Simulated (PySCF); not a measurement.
Calculation: PBE-D3(BJ)/def2-TZVP // B3LYP-D3(BJ)/def2-TZVP (PySCF 2.14.0). Gas-phase values, no solvent. One relaxed conformer stands for a flexible species; it need not be the lowest. 

Reference species (SMILES): `[H]/N=C1/CO1` (neutral, multiplicity 1).

| Item | Result |
|---|---|
| HOMO | -6.66 eV |

Changed species: `C(=CO)=N`.

Q: Predict the effect on the HOMO.

A: the HOMO rises by 1.75 eV, to -4.91 eV.
